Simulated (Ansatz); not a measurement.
A nudged elastic band was laid between two geometries of B2FH5OSi (10 atoms, charge 0, multiplicity 1).

All numbers below come from Ansatz, RKS PBE/cc-pVDZ.

```
movable images  : 9
climbing image  : yes
spring          : 5.0 eV/Å²
optimiser       : quadratic models (default)
start path      : IDPP
force threshold : 0.03 eV/Å
iteration limit : 60
end points      : relaxed
```

Initial state:

```xyz
10
Properties=species:S:1:pos:R:3
O -1.460 1.398 1.277
B -1.214 0.888 0.031
B -0.502 -0.655 -0.137
F -1.260 -1.769 -0.301
Si 1.540 -0.912 -0.241
H -1.826 2.304 1.236
H -1.442 1.573 -0.962
H 1.984 -0.698 -1.675
H 1.991 -2.293 0.177
H 2.272 0.113 0.597
```

Final state:

```xyz
10
Properties=species:S:1:pos:R:3
O -1.183 1.893 0.575
B -1.241 0.817 -0.270
B -0.527 -0.665 0.187
F -1.282 -1.702 0.632
Si 1.502 -0.978 0.034
H -1.585 2.691 0.180
H -1.742 0.946 -1.384
H 2.071 -0.268 -1.175
H 1.909 -2.434 -0.023
H 2.160 -0.353 1.248
```

**Question.** What changes between the two ends?

**Answer.** No bond is made or broken. The dihedral F4–B3–Si5–H8 goes from 92 to 143°.

**Question.** What energy profile does the band end with?

**Answer.** It converged. The highest image is number 0 of 0 to 10, 0.000 eV above the first end and 0.005 eV above the last; the last end lies 0.005 eV below the first. The highest image is an end point: on this band no image between the ends rises above it.

```csv
image,path coordinate (Å),energy (eV),dihedral F4–B3–Si5–H8 (°)
0,0.00,0.000,92
1,0.18,0.000,96
2,0.36,0.000,102
3,0.54,-0.001,107
4,0.72,-0.001,112
5,0.91,-0.002,117
6,1.09,-0.003,123
7,1.27,-0.003,128
8,1.45,-0.004,133
9,1.64,-0.005,138
10,1.82,-0.005,143
```

Run time: 62 s on 2 threads of Intel(R) Xeon(R) Platinum 8488C (Sapphire Rapids), on a shared host, peak memory 0.14 GiB.
